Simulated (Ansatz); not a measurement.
Basis-set extrapolation for CH5NSSi, SMILES `NC([SiH3])=S` (PBE0-D4/def2-TZVP geometry, frozen core, the Gaussian-basis code of Ansatz). Multiplicity 1, RHF reference.

```json
{"": "HF", "def2-TZVPP": "-781.743459", "def2-QZVPP": "-781.768239"}
{"": "MP2 correlation", "def2-TZVPP": "-0.667874", "def2-QZVPP": "-0.717941"}
{"": "CCSD(T) correlation", "def2-TZVPP": "-0.743563", "def2-QZVPP": "not run"}
```

Energies in hartree. Use E(X) = E(∞) + A·exp(−7.88·√X) for Hartree–Fock and E(X) = E(∞) + B·X^(−2.97) for correlation, with X = 3 and 4, and add CCSD(T) minus MP2 of the smaller set to the MP2 limit.

Question: What is the CCSD(T) energy at the basis-set limit?

Answer: HF limit: -781.768239 + (-0.024780) × 0.13774 = -781.77165. MP2 limit: -0.717941 + (-0.050067) × 0.74074 = -0.75503. Higher-order term: -0.743563 − (-0.667874) = -0.07569. Total: -782.60237 hartree, 302.8 kJ/mol below CCSD(T)/def2-TZVPP.
